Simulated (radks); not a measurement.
Values are calculated unless marked as measured or tabulated.
Hg III, configuration [Xe] 4f14 5d10.

Code: a radial shooting solver on a logarithmic mesh with Libxc functionals. Model: Dirac Kohn-Sham, PBE, spin-unpolarised, spherical densities, point nucleus.

Energy parts (eV):
part                       energy
total                  -535004.79
kinetic                 617512.98
electron-nucleus      -1348605.43
Hartree                 206243.70
exchange-correlation    -10156.04

Orbitals (lengths in bohr, moments of r in powers of bohr):
| orbital | occ. | eigenvalue (eV) | <1/r> |
|---|---|---|---|
| 1s1/2 | 2 | -83067.53 | 97.68 |
| 2s1/2 | 2 | -14725.37 | 24.05 |
| 2p1/2 | 2 | -14126.24 | 23.99 |
| 2p3/2 | 4 | -12178.15 | 19.41 |
| 3s1/2 | 2 | -3508.538 | 8.822 |
| 3p1/2 | 2 | -3239.304 | 8.730 |
| 3p3/2 | 4 | -2807.789 | 7.537 |
| 3d3/2 | 4 | -2363.234 | 7.435 |
| 3d5/2 | 6 | -2270.800 | 7.165 |
| 4s1/2 | 2 | -786.3416 | 3.736 |
| 4p1/2 | 2 | -671.0010 | 3.625 |
| 4p3/2 | 4 | -566.8099 | 3.212 |
| 4d3/2 | 4 | -378.6291 | 3.011 |
| 4d5/2 | 6 | -359.2088 | 2.916 |
| 5s1/2 | 2 | -137.0771 | 1.523 |
| 4f5/2 | 6 | -117.0910 | 2.553 |
| 4f7/2 | 8 | -112.8987 | 2.516 |
| 5p1/2 | 2 | -99.0975 | 1.396 |
| 5p3/2 | 4 | -80.8602 | 1.243 |
| 5d3/2 | 4 | -29.9432 | 0.9309 |
| 5d5/2 | 6 | -28.0216 | 0.8943 |
| 6s1/2 | 0 | -23.3572 | 0.5363 |
| 6p1/2 | 0 | -16.1027 | 0.4411 |
| 6p3/2 | 0 | -14.4200 | 0.3997 |

The highest occupied level is 5d5/2 at -28.022 eV. The density falls to 0.001 e/bohr^3 at r = 3.46 bohr. Summed over all electrons, <r^2> = 42.06 bohr^2, which gives a Langevin (diamagnetic) susceptibility term of -33.3 x 10^-6 cm^3/mol. For comparison, the ionisation energy in NIST's Atomic Spectra Database is 34.49 eV (measured). In exact Kohn-Sham theory the highest level is minus the ionisation energy, but local and semilocal functionals leave it too shallow, through self-interaction and a potential that decays too fast; potentials with the right tail come closer.
